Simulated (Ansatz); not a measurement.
Consider the cleavage of the Si–B bond: `CB(O)[SiH2][SiH3]` + HI → `[SiH3][SiH2]I` + `CBO`.

Computed with Ansatz on PBE0-D4/def2-TZVP structures; ΔE is electronic, products minus reactants. CBS: MP2 limit from def2 TZ/QZ plus the TZ coupled-cluster correction, frozen cores. Elements past krypton have def2 core potentials. For I outer-core shells are correlated without core-valence functions, which leaves a few kJ/mol of doubt a bond. One conformer a species, not always the lowest.

`CB(O)[SiH2][SiH3]`:

Z-matrix (Å, degrees):
```
C
B 1 1.563
H 1 1.093 2 112.7
H 1 1.096 2 110.5 3 -121.6
H 1 1.096 2 110.7 3 122.0
O 2 1.358 1 117.9 3 1.3
Si 2 2.042 1 121.6 3 179.6
H 6 0.961 2 114.2 1 -179.6
Si 7 2.341 2 110.2 1 -69.0
H 7 1.497 2 111.4 1 171.1
H 7 1.492 2 111.7 1 50.7
H 9 1.489 7 110.2 2 -60.1
H 9 1.488 7 112.0 2 179.3
H 9 1.489 7 109.9 2 58.8
```

HI:

Z-matrix (Å, degrees):
```
I
H 1 1.610
```

`[SiH3][SiH2]I`:

Z-matrix (Å, degrees):
```
Si
Si 1 2.335
H 1 1.485 2 109.1
H 1 1.488 2 110.3 3 120.1
H 1 1.485 2 109.0 3 -119.7
I 2 2.450 1 107.7 3 59.9
H 2 1.485 1 112.4 3 -58.4
H 2 1.485 1 112.4 3 178.3
```

`CBO`:

Z-matrix (Å, degrees):
```
C
B 1 1.559
H 1 1.096 2 110.2
H 1 1.092 2 113.4 3 122.1
H 1 1.096 2 110.2 3 -115.8
O 2 1.357 1 119.4 3 -122.1
H 2 1.207 1 121.8 3 57.8
H 6 0.960 2 113.1 1 180.0
```

```csv
species,CCSD(T)/CBS(def2) energy (Eh)
`CB(O)[SiH2][SiH3]`,-721.63902
HI,-298.03592
`[SiH3][SiH2]I`,-878.63094
`CBO`,-141.08489
```

Question: Work out ΔE.

Answer: ΔE = (-878.63094) + (-141.08489) − (-721.63902) − (-298.03592) = -0.04089 Eh = -107.4 kJ/mol.

Largest T1 diagnostic among the species: 0.014.

From PBE to PBE0 (25 % exact exchange), in def2-TZVPP and without D4, ΔE moves by −7.3 kJ/mol. In def2-TZVPP, CCSD(T) changes the Hartree–Fock value by +25.2 kJ/mol (the triples alone add +2.6 kJ/mol) and MP2 by +11.3 kJ/mol.
